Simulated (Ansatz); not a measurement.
`[OH][Al]([F])[Br]` and `C[O][Al]([F])[Br]` differ in one atom or group.

Ansatz, PBE0-D4/def2-TZVP geometries, multiplicity 1. Each molecule was computed in one conformer, which needn't be the lowest.

Scalar relativity is left out up to krypton.

| property | `[OH][Al]([F])[Br]` |
| --- | --- |
| LUMO energy (PBE0/def2-TZVPP) / eV | -1.11 |
| HOMO–LUMO gap (ωB97M-V/def2-TZVPP) / eV | 11.73 |
| HOMO energy (ωB97M-V/def2-TZVPP) / eV | -11.19 |
| LUMO energy (B3LYP/def2-TZVPP) / eV | -1.43 |
| zero-point energy (PBE0-D4/def2-TZVP) / kJ/mol | 46.3 |
| size of the dipole moment (PBE/def2-TZVPP) / D | 1.95 |

(1) Give the same properties after the change, and the shifts. (Best estimate.)

## Answers

(1) Computed: 
```json
{"property": "LUMO energy (PBE0/def2-TZVPP) / eV", "`C[O][Al]([F])[Br]`": "-1.00", "shift": "0.11"}
{"property": "HOMO–LUMO gap (ωB97M-V/def2-TZVPP) / eV", "`C[O][Al]([F])[Br]`": "11.69", "shift": "-0.04"}
{"property": "HOMO energy (ωB97M-V/def2-TZVPP) / eV", "`C[O][Al]([F])[Br]`": "-11.02", "shift": "0.17"}
{"property": "LUMO energy (B3LYP/def2-TZVPP) / eV", "`C[O][Al]([F])[Br]`": "-1.30", "shift": "0.13"}
{"property": "zero-point energy (PBE0-D4/def2-TZVP) / kJ/mol", "`C[O][Al]([F])[Br]`": "121.3", "shift": "75.0"}
{"property": "size of the dipole moment (PBE/def2-TZVPP) / D", "`C[O][Al]([F])[Br]`": "1.97", "shift": "0.02"}
```

With PBE0 the HOMO rises by 0.28 eV and the LUMO rises by 0.11 eV, so the gap narrows by about 0.17 eV. PBE moves the HOMO by 0.46 eV and ωB97M-V by 0.17 eV. The zero-point energy changes by 75.0 kJ/mol with +9 modes. Dipoles are sizes alone; their direction can turn.

B3LYP here is the variant with VWN-RPA as its local correlation; programs differ in this.

Spin–orbit coupling is left out; it splits and shifts lone-pair levels of the heavy atoms by tenths of an eV.
